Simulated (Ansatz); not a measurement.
A nudged elastic band was laid between two geometries of a periodic cell of 19 atoms, Al₁₈Cl (surface Al(110), adsorbate Cl).

These are results of DFT PBEsol, scalar-relativistic, plane waves, PAW in Ansatz 0.2.0, not measurements. Settings: cutoff 420 eV, k mesh 2x4x1, gaussian smearing 0.05 eV, no spin polarisation.

```
movable images  : 3
climbing image  : yes
spring          : 5.0 eV/Å²
optimiser       : fire
start path      : default
force threshold : 0.05 eV/Å
iteration limit : 50
end points      : relaxed
atoms held      : 1 to 6
largest step    : 0.5 Å
```

First end point:

```xyz
19
Lattice="12.1500 0.0000 0.0000 0.0000 5.7276 0.0000 0.0000 0.0000 15.8638" Properties=species:S:1:pos:R:3
Al 0.000 0.000 1.000
Al 4.050 0.000 1.000
Al 8.100 0.000 1.000
Al 0.000 2.864 1.000
Al 4.050 2.864 1.000
Al 8.100 2.864 1.000
Al 2.027 1.429 2.429
Al 6.082 1.428 2.437
Al 10.122 1.429 2.424
Al 2.028 4.294 2.452
Al 6.115 4.297 2.436
Al 10.085 4.297 2.419
Al -0.026 -0.018 3.845
Al 4.074 -0.015 3.853
Al 8.109 0.094 3.877
Al -0.028 2.874 3.844
Al 4.076 2.871 3.851
Al 8.107 2.761 3.885
Cl 8.100 4.288 5.718
```

Last end point:

Only the atoms that move by more than 0.05 Å are listed.
```
Al10 2.058 4.296 2.412
Al11 6.041 4.296 2.418
Al12 10.125 4.296 2.459
Al13 0.032 -0.014 3.849
Al14 4.045 0.104 3.866
Al15 8.071 -0.014 3.850
Al16 0.032 2.880 3.849
Al17 4.044 2.771 3.864
Al18 8.071 2.879 3.851
Cl19 4.044 4.306 5.704
```

Question: Which bonds break or form, and what moves?

Answer: The atom that moves furthest is Cl19, by 4.06 Å; four of its nearest neighbours are Al18 2.39, Al15 2.40, Al11 3.84, Al12 3.85 Å at the first end and Al14 2.39, Al17 2.40, Al10 3.84, Al11 3.85 Å at the last.

Question: What energy profile does the band end with?

Answer: It converged. The highest image is number 2 of 0 to 4, 0.74 eV above the ends, which have the same energy within 2 meV. The order of the point at the top wasn't checked. Another band between the same ends, with other settings, climbed to 0.238 eV only, so this may not be the lowest route. Limits of this set-up: coarse k mesh, thin slab, slab without dipole correction, odd electron count without spin, a typed lattice constant that wasn't relaxed here.

```csv
image,path coordinate (Å),energy (eV),Al15–Cl19 (Å),Al18–Cl19 (Å),Al14–Cl19 (Å)
0,0.00,0.00,2.40,2.39,4.66
1,1.05,0.20,2.44,2.44,3.77
2,2.10,0.74,2.88,2.89,2.89
3,3.16,0.20,3.77,3.77,2.44
4,4.21,0.00,4.65,4.66,2.39
```

Question: What is the geometry of the highest image?

Answer: 
```xyz
19
Lattice="12.1500 0.0000 0.0000 0.0000 5.7276 0.0000 0.0000 0.0000 15.8638" Properties=species:S:1:pos:R:3
Al 0.000 0.000 1.000
Al 4.050 0.000 1.000
Al 8.100 0.000 1.000
Al 0.000 2.864 1.000
Al 4.050 2.864 1.000
Al 8.100 2.864 1.000
Al 2.018 1.432 2.368
Al 6.075 1.432 2.390
Al 10.133 1.432 2.369
Al 2.076 4.296 2.544
Al 6.075 4.295 2.247
Al 10.074 4.295 2.545
Al 0.000 0.007 3.848
Al 4.108 0.052 3.891
Al 8.042 0.051 3.891
Al 0.000 2.856 3.848
Al 4.106 2.810 3.890
Al 8.044 2.810 3.890
Cl 6.075 4.300 5.397
```

The band took 26 iterations and roughly 19 core-minutes.

Time of the run: 13 min on 2 threads of Intel(R) Xeon(R) Platinum 8488C (Sapphire Rapids) (shared host), peak memory 2 GiB.
